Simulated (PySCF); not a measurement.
Run times: cerium in x2c-SVPall-2c with one added diffuse shell each of s, p, d, f type

Measured wall times of calculations with PySCF 2.14 in x2c-SVPall-2c with one added diffuse shell each of s, p, d, f type (8s11p10d4f1g, 128 functions), with two-component X2C-1e, run from one Python driver. Hardware: 1 thread of Neoverse-V1 on a shared host, 3 GiB allowed. The two-electron integrals over 128 functions were computed once and kept in memory (15 CPU seconds with the set-up); the times below exclude them.

Launch command (the driver calls PySCF for each step listed in the task file):

```bash
OMP_NUM_THREADS=1 python sorun2.py TASK.json OUT
```

```
            species                                      step  iterations  wall time (s)
Ce [Xe] 4f1 5d1 6s2                            GHF, spin-free          17             25
Ce [Xe] 4f1 5d1 6s2            GMP2 (30 electrons), spin-free                         13
Ce [Xe] 4f1 5d1 6s2                  GHF, screened spin-orbit          53            150
Ce [Xe] 4f1 5d1 6s2  GMP2 (30 electrons), screened spin-orbit                         11
   Ce+ [Xe] 4f1 5d2                            GHF, spin-free           9             15
   Ce+ [Xe] 4f1 5d2            GMP2 (29 electrons), spin-free                         11
   Ce+ [Xe] 4f1 5d2                  GHF, screened spin-orbit          31             82
   Ce+ [Xe] 4f1 5d2  GMP2 (29 electrons), screened spin-orbit                         11
```

Peak memory of the process: 0.73 GiB. Times on a shared host vary from run to run.
